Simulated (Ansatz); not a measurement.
Spectroscopic constants of YCl, closed-shell singlet (lowest of 2S+1 = 1, 3, 5 at CCSD(T)/def2-TZVPP on PBE0 minima; our sources give no spin for the ground state, which may be another). No spin–orbit coupling.

Seven points along R, fitted to fifth degree in 1/R; most abundant isotopes. In def2 and cc sets the state is the lowest found near the PBE0 minimum, followed along R. The singlet is held restricted.

Correlated levels freeze the inner cores; with def2 sets outer-core shells near the valence are correlated too.

Codes used: Ansatz (Gaussian basis) for Hartree–Fock, density functionals and correlated methods.  In def2 rows elements past Kr take small-core potentials, without spin–orbit coupling.

Energies at CCSD(T)/def2-TZVPP:

```csv
R (Å),E (hartree)
2.210593,-497.90380711
2.270018,-497.91062178
2.324689,-497.91433460
2.386490,-497.91616214
2.448292,-497.91598863
2.519601,-497.91387168
2.602795,-497.90948114
```

**Question.** With a reduced mass of 25.0974 u, find the minimum, the force constant and the constants.

**Answer.** A fifth-degree polynomial in 1/R puts the minimum at r_e = 2.4108 Å with force constant 207 N/m. Then ω_e = (1/2πc)√(k/μ) = 374 cm⁻¹ and B_e = h/(8π²cμr_e²) = 0.1156 cm⁻¹; the cubic and quartic terms give α_e = 0.00047 and ω_e x_e = 1.1 cm⁻¹.

Doubts at one or more of the structures used: a restricted determinant that unrestricted orbitals would lower (CCSD(T)/def2-TZVPP).

Ansatz is a program for electronic structure.
